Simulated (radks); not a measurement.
Excited configurations of neutral molybdenum: one electron is placed in a higher orbital outside [Kr] 4d5. The ground configuration is [Kr] 4d5 5s1. Calculated with a radial shooting solver on a logarithmic mesh with Libxc functionals: Dirac Kohn-Sham, PBEsol, spin-unpolarised, spherical densities, point nucleus; open shells are shared between the two j in proportion to 2j + 1. Excitation = E - E(ground); binding = E(ion) - E, where the ion is the core of charge +1; n* = 1/sqrt(2 binding) in atomic units, and the quantum defect is n - n*. Eigenvalue and <r> are those of j = l + 1/2.

outer orbital,excitation (eV),binding (eV),n*,<r> (bohr)
4f,6.003,0.903,3.881,17.44
5p,3.187,3.719,1.913,5.073
5d,5.387,1.519,2.993,10.87
5f,6.283,0.623,4.672,29.56
6s,4.619,2.287,2.439,9.363
6p,5.236,1.670,2.854,12.09
6d,5.964,0.942,3.801,20.50
6f,6.455,0.451,5.496,44.38
7s,5.683,1.223,3.335,17.82
7p,5.932,0.974,3.738,21.65
7d,6.270,0.636,4.624,32.45
7f,6.566,0.340,6.325,62.26

The Delta-SCF ionisation energy is 6.906 eV (NIST Atomic Spectra Database: 7.092 eV, measured). Self-interaction in the functional shifts the binding energies and quantum defects, so they are the method's values and not measured ones. Spin polarisation and multiplet splitting are left out, so open shells lie too high by an amount that depends on their filling. Sharing an open shell by 2j + 1 raises it above the true ground level by a part of the spin-orbit splitting, which enters the differences from NIST.

Beside tabulated values, note that spin-unpolarised runs miss the spin-polarisation part of the exchange energy of open shells.
